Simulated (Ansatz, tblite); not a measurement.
Removing and adding an electron: HgBr₂. The state is a singlet with charge 0. Geometry: PBE-D4/def2-TZVP. Ansatz, gas phase; energy differences of separate SCF runs; the oxidised species was run as a doublet alone; the reduced species was run as a doublet alone.

```xyz
3

Hg    0.000    0.000    0.000
Br    0.538   -1.567   -1.758
Br   -0.538    1.567    1.758
```

In the def2 sets Hg takes a core potential; there is no spin–orbit coupling. The xTB rows come from tblite. B3LYP takes the VWN-RPA correlation. HOMO above LUMO, or a gap near zero within one spin, warns that the state may not be the lowest or that an electron is smeared out.

(1) Estimate orbital energies and vertical ionisation energies and electron affinities at: GFN1-xTB; GFN2-xTB; PBE-D4/def2-TZVP; PBE-D4/def2-TZVPD; r2SCAN-D4/def2-TZVP; r2SCAN-D4/def2-TZVPD; B3LYP-D4/def2-TZVP; PBE0-D4/def2-TZVP; PBE0-D4/def2-TZVPD.

Answers

(1) 
```tsv
level	−HOMO (eV)	vertical IE (eV)	−LUMO (eV)	vertical EA (eV)	HOMO–LUMO gap (eV)	IE − EA (eV)	remarks
GFN1-xTB	12.17	15.91	7.14	3.57	5.03	12.34	–
GFN2-xTB	12.32	15.46	7.81	4.86	4.51	10.61	–
PBE-D4/def2-TZVP	7.15	9.97	3.49	–	3.66	–	gap within one spin near zero (+1 doublet)
PBE-D4/def2-TZVPD	7.18	–	3.53	0.97	3.65	–	HOMO above zero (-1 doublet)
r2SCAN-D4/def2-TZVP	7.47	10.20	3.38	–	4.09	–	–
r2SCAN-D4/def2-TZVPD	7.48	–	3.39	0.94	4.09	–	HOMO above zero (-1 doublet)
B3LYP-D4/def2-TZVP	8.14	10.32	2.91	–	5.24	–	–
PBE0-D4/def2-TZVP	8.41	10.39	2.64	–	5.77	–	–
PBE0-D4/def2-TZVPD	8.42	–	2.67	0.90	5.76	–	HOMO above zero (-1 doublet)
```

Relaxing the oxidised species (PBE-D4/def2-TZVP) changes its energy by 0.00 eV at PBE-D4/def2-TZVP, so the adiabatic ionisation energy to this nearest minimum is 9.97 eV. At PBE0-D4/def2-TZVP it is 10.39 eV. The gap within one spin of the relaxed charge 1 doublet nearly closes, so an electron or hole may be smeared out by delocalisation error.     A HOMO above zero means that the electron is unbound at that level or that self-interaction error raises the level; the energy of removing that electron tells which. Raw xTB energy differences between charge states are shifted by several eV; the methods need an empirical correction for them.
